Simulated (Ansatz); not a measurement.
Gas-phase electronic energies from Ansatz, PBE0-D4/def2-TZVP geometries. CBS: MP2 limit from def2 TZ/QZ plus the TZ coupled-cluster correction, frozen cores. Functionals use def2-TZVPP. B3LYP here is the variant with VWN-RPA as its local correlation; programs differ in this. For As outer-core shells are correlated without core-valence functions, which leaves a few kJ/mol of doubt a bond. Scalar relativity is left out up to krypton. One conformer a species, not always the lowest.

Reaction (ligand exchange at the Si–O bond): `N[SiH](Cl)O[SiH3]` + `O[AsH2]` → `[SiH3]O[AsH2]` + `N[SiH](O)Cl`

| level | ΔE (kcal/mol) | difference from CCSD(T)/CBS |
| --- | --- | --- |
| PBE-D4 | 2.3 | -0.2 |
| revPBE-D4 | 2.4 | -0.1 |
| r2SCAN-D4 | 2.6 | 0.1 |
| B97M-V | 2.4 | -0.1 |
| PBE0-D4 | 2.6 | 0.1 |
| B3LYP-D4 | 2.8 | 0.3 |
| ωB97X-V | 2.5 | 0.0 |
| revPBE | 2.0 | -0.5 |
| PBE0 | 2.2 | -0.3 |
| LC-ωPBE | 2.1 | -0.4 |
| MP2/def2-TZVPP | 2.1 | -0.4 |
| CCSD/def2-TZVPP | 2.4 | -0.1 |
| HF/def2-QZVPP | 3.0 | 0.5 |
| MP2/def2-QZVPP | 2.2 | -0.3 |
| MP2/CBS(def2) | 2.3 | -0.2 |
| CCSD/CBS(def2) | 2.6 | 0.1 |
| CCSD(T)/CBS | 2.5 | 0 |

Largest T1 diagnostic among the species: 0.012.

Leaving LDA and LC-ωPBE aside and taking each functional with its dispersion term where it has one, the values, not all of them listed here, spread over 0.8 kcal/mol, from B2PLYP to BHLYP-D4.
